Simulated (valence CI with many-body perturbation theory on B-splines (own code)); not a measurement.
# Level structure of Mn9+

Computed by valence CI with perturbative core correlation (CI+MBPT): six valence electrons over a frozen Dirac-Fock core [Ne], a basis of 9 s, 9 p, 8 d, 6 f, 3 g, 1 h functions for each j, with the one-electron correlation potential Σ1, the two-electron term Σ2, the three-electron term Σ3, Breit, model QED; selected CI, second order for the rest, scaled by the run's own slope (own B-spline code, finite nucleus).

No measured spectrum was set against this ion. As an estimate, levels of excited configurations hold to 0.05 to 0.15 % of their energy, terms of the ground configuration to about 0.5 %. Among the levels kept, up to 1600 cm⁻¹ of a level comes from second order outside the variational space, and about a tenth of that is noise between levels of different J, which matters for small intervals.

Levels 1 to 41 of 41, with energies above the lowest level, 3s2 3p4 3P_2. "Leading %" is the weight of the configuration and term that name the level; weights of strongly mixed levels are sums over their largest components and can fall short. In the jj column 3d3/2^4 stands for four electrons in 3d with j = 3/2. Lifetimes count E1, E2, E3, M1 and M2 decay at the calculated energies, and are blank where another channel may lead or the interval is too uncertain; long ones can be off by a factor of two.

```csv
No.,Configuration,Term,J,E (eV),Leading %,Leading jj,g,Lifetime
1,3s2 3p4,3P,2,0.000,93,3s^2 3p1/2^2 3p3/2^2 (80 %),1.483,
2,3s2 3p4,3P,1,1.242,96,3s^2 3p1/2 3p3/2^3 (96 %),1.500,45.6 ms
3,3s2 3p4,3P,0,1.465,92,3s^2 3p1/2^2 3p3/2^2 (51 %),,3.27 s
4,3s2 3p4,1D,2,4.214,93,3s^2 3p1/2 3p3/2^3 (79 %),1.017,16.7 ms
5,3s2 3p4,1S,0,9.159,90,3s^2 3p3/2^4 (51 %),,1.67 ms
6,3s 3p5,3P°,2,32.350,79,3s 3p1/2^2 3p3/2^3 (79 %),1.500,384 ps
7,3s 3p5,3P°,1,33.319,78,3s 3p1/2 3p3/2^4 (46 %),1.496,365 ps
8,3s 3p5,3P°,0,33.906,79,3s 3p1/2 3p3/2^4 (79 %),,366 ps
9,3s 3p5,1P°,1,41.342,56,3s 3p1/2^2 3p3/2^3 (32 %),1.003,136 ps
10,3s2 3p3 3d,5D°,0,44.301,96,3s^2 3p1/2 3p3/2^2 3d3/2 (50 %),,13.4 ns
11,3s2 3p3 3d,5D°,1,44.318,96,3s^2 3p1/2 3p3/2^2 3d3/2 (50 %),1.497,14.5 ns
12,3s2 3p3 3d,5D°,2,44.342,96,3s^2 3p1/2 3p3/2^2 3d3/2 (38 %),1.495,22.0 ns
13,3s2 3p3 3d,5D°,3,44.377,95,3s^2 3p1/2 3p3/2^2 3d5/2 (24 %),1.494,57.4 ns
14,3s2 3p3 3d,5D°,4,44.462,95,3s^2 3p1/2 3p3/2^2 3d5/2 (53 %),1.496,
15,3s2 3p3 3d,3D°,2,47.326,80,3s^2 3p1/2^2 3p3/2 3d5/2 (39 %),1.105,24.1 ns
16,3s2 3p3 3d,3D°,3,47.523,90,3s^2 3p1/2 3p3/2^2 3d5/2 (69 %),1.321,583 ns
17,3s2 3p3 3d,3D°,1,47.686,96,3s^2 3p1/2 3p3/2^2 3d5/2 (47 %),0.504,36.0 ns
18,3s2 3p3 3d,3F°,2,48.430,83,3s^2 3p1/2 3p3/2^2 3d3/2 (66 %),0.735,75.6 ns
19,3s2 3p3 3d,1S°,0,48.658,95,3s^2 3p1/2 3p3/2^2 3d5/2 (53 %),,22.0 ns
20,3s2 3p3 3d,3F°,3,48.768,89,3s^2 3p1/2 3p3/2^2 3d3/2 (54 %),1.095,55.4 ns
21,3s2 3p3 3d,3F°,4,49.216,93,3s^2 3p1/2 3p3/2^2 3d5/2 (67 %),1.246,
22,3s2 3p3 3d,3G°,3,51.454,92,3s^2 3p1/2 3p3/2^2 3d3/2 (37 %),0.766,15.5 ns
23,3s2 3p3 3d,3G°,4,51.601,90,3s^2 3p1/2 3p3/2^2 3d3/2 (36 %),1.063,
24,3s2 3p3 3d,3G°,5,51.802,97,3s^2 3p1/2 3p3/2^2 3d5/2 (97 %),1.200,
25,3s2 3p3 3d,1G°,4,52.677,90,3s^2 3p1/2 3p3/2^2 3d3/2 (48 %),1.016,
26,3s2 3p3 3d,1D°,2,53.439,89,3s^2 3p1/2 3p3/2^2 3d3/2 (33 %),1.001,959 ps
27,3s2 3p3 3d,3D°,1,55.372,94,3s^2 3p1/2^2 3p3/2 3d3/2 (40 %),0.516,753 ps
28,3s2 3p3 3d,3P°,0,55.382,93,3s^2 3p1/2^2 3p3/2 3d3/2 (51 %),,2.31 ns
29,3s2 3p3 3d,3F°,3,55.565,91,3s^2 3p1/2 3p3/2^2 3d5/2 (40 %),1.078,5.42 ns
30,3s2 3p3 3d,3P°,1,55.642,91,3s^2 3p1/2^2 3p3/2 3d5/2 (31 %),1.485,400 ps
31,3s2 3p3 3d,3F°,4,55.645,85,3s^2 3p3/2^3 3d5/2 (55 %),1.228,2.29 ms
32,3s2 3p3 3d,3F°,2,55.704,82,3s^2 3p1/2 3p3/2^2 3d3/2 (55 %),0.736,11.0 ns
33,3s2 3p3 3d,3D°,2,56.122,81,3s^2 3p1/2 3p3/2^2 3d5/2 (32 %),1.121,692 ps
34,3s2 3p3 3d,3P°,2,56.535,88,3s^2 3p1/2 3p3/2^2 3d5/2 (44 %),1.472,200 ps
35,3s2 3p3 3d,3D°,3,56.946,90,3s^2 3p1/2 3p3/2^2 3d5/2 (39 %),1.317,2.40 ns
36,3s2 3p3 3d,1F°,3,60.226,90,3s^2 3p3/2^3 3d5/2 (37 %),1.013,1.47 ns
37,3s2 3p3 3d,3S°,1,61.098,64,3s^2 3p1/2 3p3/2^2 3d3/2 (73 %),1.778,11.0 ps
38,3s2 3p3 3d,3P°,2,61.164,78,3s^2 3p1/2 3p3/2^2 3d5/2 (37 %),1.496,9.40 ps
39,3s2 3p3 3d,1P°,1,61.372,32,3s^2 3p1/2 3p3/2^2 3d5/2 (59 %),1.354,10.5 ps
40,3s2 3p3 3d,3P°,1,62.184,47,3s^2 3p1/2 3p3/2^2 3d5/2 (22 %),1.361,9.48 ps
41,3s2 3p3 3d,3P°,0,62.219,77,3s^2 3p3/2^3 3d3/2 (38 %),,8.77 ps
```

Names give the largest LS component (configuration and term), which can be under half, so a name can repeat, a term be missing and a line seem to break the LS rules; names also repeat where a configuration has a term twice.

Where two levels of one J and parity lie close, their mixing, g and order are uncertain.

The ionisation energy to 3s2 3p3 4S°_3/2 of the next ion comes out as 248.82 eV (NIST: 248.6 ± 0.3 eV (semi-empirical)). All 41 levels together are meant to be complete up to 62.607 eV.
